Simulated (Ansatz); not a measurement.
```yaml
crystal:
  periodic: [false, false, false]
  atoms:
    - {symbol: Cl, position_ang: [1.194359, -2.291371, -0.804317]}
    - {symbol: Ge, position_ang: [1.032166, -0.421382, 0.253030]}
    - {symbol: Cl, position_ang: [0.961050, -0.882920, 2.356141]}
    - {symbol: Ge, position_ang: [-1.051050, 0.646050, -0.376542]}
    - {symbol: H, position_ang: [2.352909, 0.325719, 0.017657]}
    - {symbol: H, position_ang: [-1.189901, 1.954078, 0.412566]}
    - {symbol: H, position_ang: [-1.019446, 0.932783, -1.883094]}
    - {symbol: H, position_ang: [-2.187989, -0.319857, -0.031241]}
basis:
  gaussian: {orbitals: x2c-TZVPPall}
hamiltonian: {xc: {name: HF}}
correlation: {method: mp2, frozen_orbitals: {Cl: 0}}
scf: {lower_state_search: off}
```

```sh
$ ansatz run in.yaml --threads 4 --pin off --events-out ev --progress --plain --max-ram 10444MiB
```

Shortened log:

```
Functional definition: HF
Error: "frozen_orbitals" has no count for Ge
```

In this input frozen orbitals are typed for one element alone, and the program wants a count for each. The input was rejected before any iteration.
